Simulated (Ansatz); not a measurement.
Ideal-gas functions of CH$_{5}$Al$_{2}$N (`[AlH2][N]1[CH2][AlH]1`) at 298.15 K and 1 bar, from an Ansatz frequency run at PBE0-D4/def2-TZVP.

Molar mass 85.02 g/mol, point group Cs (symmetry number 1), electronic degeneracy 1, moments of inertia 41.099, 192.51, 230.373 u Å². Harmonic wavenumbers (cm⁻¹, unscaled): 89, 132, 220, 439, 444, 502, 536, 602, 666, 682, 772, 794, 1071, 1096, 1130, 1461, 1912, 1917, 1989, 3069, 3129.

Use S(trans) = R[1.5 ln M + 2.5 ln T − 1.1517]; rotational temperatures θ = 24.2544 K / I; S(rot) = R[ln(√π/σ · √(T³/θAθBθC)) + 1.5]; for each mode x = 1.438777 ν̃/T, S = R[x/(eˣ − 1) − ln(1 − e⁻ˣ)] and H = RT x/(eˣ − 1); 1 cm⁻¹ = 0.0119627 kJ/mol; R = 8.31446 J/(mol·K).

**Question.** By hand: the entropy, in J/(mol·K).

**Answer.** Translation 164.3. Rotation: θ = 0.5901, 0.126, 0.1053 K, giving 108.5. Vibration, mode by mode: 15.41, 12.20, 8.20, 3.47, 3.41, 2.73, 2.40, 1.87, 1.46, 1.37, 0.97, 0.89, 0.29, 0.27, 0.23, 0.06, 0.01, 0.01, 0.01, 0.00, 0.00, in all 55.2. Electronic 0.0. Sum 328.0 J/(mol·K).

**Question.** By hand: H − E and G − E in kJ/mol, counted from the electronic energy.

**Answer.** Zero-point energy ½ × 22652 × 0.0119627 = 135.5; thermal vibration 9.4; translation, rotation and pV give 4 RT = 9.9. H − E = 154.8 kJ/mol, and G − E = 154.8 − 298.15 × 328.0/1000 = 57.0 kJ/mol.

Vibration gives 17 % of the entropy, 27.6 J/(mol·K) of it from the modes under 150 cm⁻¹: soft modes count most, and the harmonic formula is weakest for them.
